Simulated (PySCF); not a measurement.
A structure optimised at B3LYP-D3(BJ)/def2-SVP, used in a PySCF frequency run:

```
Hf
Cl 1 2.3390
Cl 1 2.3467 2 112.69
Cl 1 2.3467 2 112.69 3 -123.44
S 1 2.4295 2 105.37 3 118.28
H 5 1.3586 1 92.30 2 180.00
```

### Question
Write its SMILES, formula and point group.

### Answer
[SH][Hf]([Cl])([Cl])[Cl], Cl3HHfS, Cs

### Question
What are its rotational constants (standard atomic weights)?

### Answer
1.0020, 0.96474, 0.94463 GHz
